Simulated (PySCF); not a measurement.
Ir: excitation energy

Ir [Xe] 4f14 5d7 6s2 (4F) → Ir [Xe] 4f14 5d7 6s1 7s1 (6F), as a difference of total energies. All numbers are calculated (PySCF 2.14, a scalar-relativistic core potential, in aug-cc-pVTZ-PP with ECP60MDF (6s6p5d3f2g, 88 functions)). Correlated levels: valence: 5s2 5p6 frozen. The calculations carry no spin-orbit coupling.

```json
{"method": "UHF", "excitation energy (eV)": "4.613"}
{"method": "MP2 (valence)", "excitation energy (eV)": "6.141"}
{"method": "SCS-MP2 (valence)", "excitation energy (eV)": "6.367"}
{"method": "CCSD (valence)", "excitation energy (eV)": "6.037"}
{"method": "CCSD(T) (valence)", "excitation energy (eV)": "6.173"}
```

Q: How much does correlation contribute at CCSD(T) (valence)?

A: 6.173 − (4.613) = 1.560 eV, measured against UHF.

The promoted electron is Rydberg-like, and one or two diffuse shells describe it only roughly, which tends to raise the upper state.
